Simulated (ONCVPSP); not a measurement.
Configuration tests for P (ONCV)

P (Z = 15), optimised norm-conserving Vanderbilt (ONCV), made with ONCVPSP 4.0.1 (PBE, scalar-relativistic). Core [Ne], reference 3s2 3p3. Waves: 3s: rc 1.25 bohr, ncon 4, nbas 7, qcut 6.3 1/bohr, 2 projectors, debl 1.6 Ha; 3p: rc 2.05 bohr, ncon 4, nbas 8, qcut 3.7 1/bohr, 3 projectors, debl 0.4 Ha; d scattering state at 0.1 Ha: rc 2.05 bohr, ncon 4, nbas 7, qcut 4.4 1/bohr, 2 projectors, debl 2.1 Ha. Local part: polynomial inside 1.15 bohr (lpopt 5, dvloc0 0 Ha). Core correction: none.

Energies are relative to the spin-unpolarised reference configuration 3s2 3p3; without spin polarisation the order of configurations can differ from experiment.

| valence configuration | charge | ΔE all-electron (eV) | error AE − PS (meV) |
| --- | --- | --- | --- |
| 3s2 3p1 | +2 | 28.877 | -4.4 |
| 3s2 3p0 | +3 | 58.616 | +3.0 |

Problem. What are ΔE and the potential's error for 3s2 3p2?

Solution. ΔE = 9.730 eV all-electron; the error (AE − PS) is -1.6 meV.

Problem. What are ΔE and the potential's error for 3s1 3p0?

Solution. ΔE = 110.621 eV all-electron; the error (AE − PS) is +135 meV.

Note: ghosts flagged at negative energy: s at -171.4 eV, d at -15.1 eV; GHOST(+) flags only above 600 eV. A true bound ghost makes a file unfit for plane-wave use.
